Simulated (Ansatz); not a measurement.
```xyz
3

O     0.0000    0.0000   -1.2720
O     0.0000    0.0000    0.0000
O     0.0000    1.1354    0.5735
```

Basis set: cc-pVTZ (spherical functions). Left uncorrelated: 3 orbitals. Charge 0, multiplicity 1.

Computed with Ansatz (development build ahead of 0.2.0); each method stands on the lowest determinant of its kind that the runs found. Restricted open shells among the atoms or ions are ROHF, correlated in semicanonical orbitals with singles.

(1) Give the atomization energy at this shape (free ground-state atoms in the same class of orbitals less the molecule, no zero-point energy) of singlet O₃ by RHF-CCSD(T), RHF-CCSD, UHF-CCSD(T), UHF-CCSD.

Answers

(1)

| method | atomization energy |
| --- | --- |
| RHF-CCSD(T) | 554.4 kJ/mol |
| RHF-CCSD | 454.2 kJ/mol |
| UHF-CCSD(T) | 527.6 kJ/mol |
| UHF-CCSD | 463.2 kJ/mol |

Caution for RHF-CCSD(T), RHF-CCSD: an unrestricted determinant lies well below; large share of triples, a single reference is doubtful; other determinants can give a lower correlated total. Caution for UHF-CCSD(T): another reference gives a lower total. Caution for UHF-CCSD(T), UHF-CCSD: the unrestricted determinant is a mixture of spin states.
